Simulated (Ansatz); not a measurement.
Ansatz (an electronic-structure program) input:

Ansatz 0.2 input:
```yaml
crystal:
  periodic: [false, false, false]
  atoms:
    - {symbol: C, position_ang: [-1.59854954, -0.49042414, -0.27468231]}
    - {symbol: Si, position_ang: [0.25298279, -0.22799580, -0.24605654]}
    - {symbol: F, position_ang: [0.77413874, -0.44862135, 1.25603515]}
    - {symbol: F, position_ang: [0.55373608, 1.30874576, -0.59894665]}
    - {symbol: H, position_ang: [-1.84505168, -1.51241822, 0.01354687]}
    - {symbol: H, position_ang: [-1.99759743, -0.29610403, -1.27032870]}
    - {symbol: H, position_ang: [-2.05868609, 0.20188856, 0.43587070]}
basis:
  gaussian:
    orbitals: def2-TZVPD
hamiltonian:
  xc: {name: wB97M-V}
magnetization: {spin_polarized: true, initial_magnetization: 1}
output: {forces: true}
```

### Question
What final total energy does it print?

### Answer
-529.20879 Eh (wB97M-V/def2-TZVPD). The basis has 187 functions.

It need not be the lowest isomer of its formula.
